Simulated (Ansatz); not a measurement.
A run for Ansatz (a program for electronic structure): R-CAM-B3LYP/def2-TZVPP on H2OSi (SMILES O[SiH]).

Ansatz 0.2 input:
```yaml
crystal:
  periodic: [false, false, false]
  atoms:
    - {symbol: Si, position_ang: [-0.28591228, 0.86635779, -0.09886074]}
    - {symbol: O, position_ang: [0.50442916, -0.58794938, 0.07365992]}
    - {symbol: H, position_ang: [-1.68426906, 0.24866640, -0.06244219]}
    - {symbol: H, position_ang: [1.46565218, -0.52707481, 0.08754301]}
basis:
  gaussian:
    orbitals: def2-TZVPP
hamiltonian:
  xc: {name: CAM-B3LYP}
scf: {lower_state_search: off}
```

Output:

```
WARN ansatz: RAYON_NUM_THREADS=1 ignored (pool sized by the plan → 1); use --threads N
Functional definition: CAM-B3LYP
these checks for a lower state are left out or cut short: stability, starts, cluster_reference, orbital_swaps, neighbouring_geometries, increment
integrals: 0.02 GiB planned
560 factors; their error is unknown
integrals: 0.06 GiB planned
135 factors; integrals over basis functions are off by at most 7.1e-5 eV
mean field: 0.27 GiB planned
mean field evaluation 1: about -9953.0333 eV, gradient 5.2e1 eV
mean field evaluation 2: about -9944.8277 eV, gradient 8.5e1 eV
mean field evaluation 4: about -9957.5059 eV, gradient 9.9e-1 eV
mean field evaluation 8: about -9957.5198 eV, gradient 1.6e-1 eV
mean field evaluation 16: about -9957.5199 eV, gradient 9.3e-6 eV
mean field -9957.51987931 eV, -365.9321061153 hartree, gradient 9.3e-6 eV, S^2 0.000000; 0 other end points of the search recorded, 0 dependent functions left out
reference -9957.51997279 eV, -365.9321095505 hartree; 12, 12 occupied and 89, 89 virtual orbitals, 560 factors
Total energy: -9957.51997279 eV, -365.9321095505 hartree
Checks for a lower state left out: stability, starts, cluster_reference, orbital_swaps, neighbouring_geometries, increment
```

Self-consistency was reached.

Cost: around 0.4 core-seconds (rough).
